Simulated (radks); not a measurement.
Results of a calculation; reference values are marked as such.
Valence configurations of Mo2+ (all share [Kr]). Code: a radial shooting solver on a logarithmic mesh with Libxc functionals. Model: Dirac Kohn-Sham, PBE, spin-unpolarised, spherical densities, finite nucleus; open shells are shared between the two j in proportion to 2j + 1; Fermi nuclear charge, rms radius 4.4091 fm. Energies are relative to 4d4; eigenvalues in eV.

| valence | E (eV) | e(4d3/2) | e(4d5/2) | e(5p1/2) | e(5p3/2) | e(5s1/2) |
|---|---|---|---|---|---|---|
| 4d4 | 0.000 | -20.975 | -20.724 | - | - | - |
| 4d3 5s1 | 3.837 | -23.930 | -23.657 | - | - | -19.191 |
| 4d3.5 5p0.5 | 4.321 | -22.940 | -22.676 | -13.791 | -13.490 | - |
| 4d2.5 5s1 5p0.5 | 9.078 | -25.973 | -25.686 | -14.959 | -14.622 | -20.273 |
| 4d2 5s2 | 9.191 | -27.046 | -26.749 | - | - | -20.713 |
| 4d3 5p1 | 9.198 | -24.937 | -24.660 | -14.667 | -14.345 | - |
| 4d2 5s1 5p1 | 14.910 | -28.026 | -27.725 | -15.819 | -15.459 | -21.327 |
| 4d2 5p2 | 20.684 | -28.977 | -28.672 | -16.353 | -15.988 | - |

NIST lists [Kr] 4d4 as the ground configuration; this level of theory agrees among the configurations tried. The energies are those of spherical spin-averaged densities, not of single terms.
